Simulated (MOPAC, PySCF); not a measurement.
C3H6Se, SMILES `[SeH]CC=C` (C–C–C–Se torsion -115°, C–C–Se–H torsion 57°), neutral singlet in the gas phase. 

Cartesian coordinates (Å):
SMILES: C=CC[SeH]
```xyz
10

C     -1.2313     0.8694     0.3931
C     -0.5534     0.1620    -0.5038
C      0.3792    -0.9406    -0.1601
Se     2.2586    -0.5157    -0.6640
H     -1.1438     0.6704     1.4553
H     -1.8959     1.6702     0.0972
H     -0.6506     0.3914    -1.5602
H      0.1728    -1.8435    -0.7357
H      0.3555    -1.1856     0.8990
H      2.3090     0.7219     0.1304
```
Charge 0, spin multiplicity 1.

All levels are single points at this geometry (B3LYP-D3(BJ)/def2-TZVP); Pople sets use spherical d functions. Orbital energies aren't observables, and empty levels follow the basis.

| level | HOMO (eV) | LUMO (eV) | gap (eV) | dipole (D) | vertical IE, Delta-SCF (eV) |
|---|---|---|---|---|---|
| B3LYP-D3(BJ)/def2-TZVP in PySCF | -6.34 | -0.69 | 5.66 | 1.21 | 8.72 |
| PBE-D3(BJ)/def2-TZVP in PySCF | -5.42 | -1.41 | 4.01 | 1.17 | 8.53 |
| B3LYP/3-21G in PySCF | -5.96 | -0.08 | 5.88 | 1.24 | – |
| B3LYP/6-311+G** (LANL2DZ on Se) in PySCF | -6.34 | -0.69 | 5.65 | 1.24 | – |
| B3LYP/6-31G* in PySCF | -6.15 | -0.32 | 5.82 | 1.45 | 8.59 |
| B3LYP/LANL2DZ in PySCF | -6.21 | -0.42 | 5.79 | 1.34 | – |
| BP86/6-31G* in PySCF | -5.33 | -1.19 | 4.14 | 1.44 | – |
| M06-2X/6-31G* in PySCF | -7.62 | 0.71 | 8.33 | 1.49 | – |
| PBE/6-31G* in PySCF | -5.23 | -1.09 | 4.14 | 1.44 | 8.40 |
| HF/3-21G in PySCF | -8.99 | 3.86 | 12.85 | 1.41 | – |
| AM1 in MOPAC | -7.70 | -0.16 | 7.55 | 1.10 | – |
| PM3 in MOPAC | -9.37 | -0.78 | 8.59 | 1.84 | – |
| PM7 in MOPAC | -8.21 | -0.14 | 8.06 | 0.84 | – |
